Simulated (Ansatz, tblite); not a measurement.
Cost and result up the ladder for Hf₃O₆ (9 atoms). The state is a singlet with charge 0. Geometry: PBE-D4/def2-SVP.

```xyz
9

Hf   -1.433    0.206   -1.576
Hf    1.778   -1.020   -0.341
Hf   -0.234    1.237    1.720
O     3.282   -0.364   -1.059
O     1.322    0.140    1.195
O    -1.289    1.342    0.043
O     0.327   -0.686   -1.643
O    -2.608   -1.101   -1.237
O    -1.144    0.246    2.899
```

Ansatz on 4 threads of Intel Xeon 6975P-C on a shared host; xTB runs through tblite on one thread. Times are rough, summed over both states, and most runs start from the orbitals of an earlier one. PBE0-D4/def2-TZVP serves as the yardstick here, not as an exact answer. The other state is a triplet at its own geometry.

In the def2 sets Hf takes a core potential; there is no spin–orbit coupling. The xTB rows come from tblite. LC-ωPBE has ω = 0.4 bohr⁻¹. Correlated methods freeze 6 core orbitals; core or outer-core shells of Hf are correlated, in sets that lack core-valence functions. HOMO above LUMO, or a gap near zero within one spin, warns that the state may not be the lowest or that an electron is smeared out. The structure comes from a short search, and lower isomers may exist.

Second-order perturbation terms are unreliable where d shells bring near-degenerate states, and here MP2/def2-TZVP lies more than 0.4 eV from the median of the functionals without such a term.

Correlated methods converge slowly with the basis.

xTB has no spin-polarisation term.

```tsv
level	functions	wall time	triplet − singlet (eV)	difference from PBE0-D4/def2-TZVP (eV)	remarks
GFN1-xTB	51	0.024 s	2.91	0.21	–
GFN2-xTB	51	0.05 s	2.79	0.08	–
LDA (SPW92)/def2-TZVP	306	5.8 s	2.46	-0.24	gap within one spin near zero (triplet)
PBE-D4/def2-TZVP	306	11 s	2.28	-0.42	gap within one spin near zero (triplet)
LC-ωPBE/def2-TZVP	306	21 s	2.85	0.15	–
MP2/def2-TZVP	306	21 s	3.46	0.76	–
PBE0-D4/def2-TZVP (with forces)	306	36 s	2.71	0.00	–
```
